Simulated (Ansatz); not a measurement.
GeH2MeF (CH₅FGe). Total charge 0; singlet. Geometry relaxed at r2SCAN-D4/def2-TZVP.

```xyz
8

Ge    0.159   -0.252    0.846
H     0.620    0.872    1.785
H     1.020   -1.513    1.003
C    -0.058    0.316   -0.993
H     0.898    0.641   -1.408
H    -0.763    1.147   -1.042
H    -0.440   -0.510   -1.594
F    -1.436   -0.702    1.404
```

Estimate the harmonic wavenumbers at RKS r2SCAN-D4/def2-TZVP (Ansatz, unscaled). Is this a minimum?

121, 195, 461, 616, 649, 681, 729, 854, 855, 878, 1260, 1451, 1456, 2150, 2157, 3048, 3138, 3148 cm⁻¹. Yes, no mode is imaginary beyond noise. Zero-point energy 142.6 kJ/mol. Hardware: 4 threads of Arm Neoverse V1 on a shared host. Wall time 67 s.
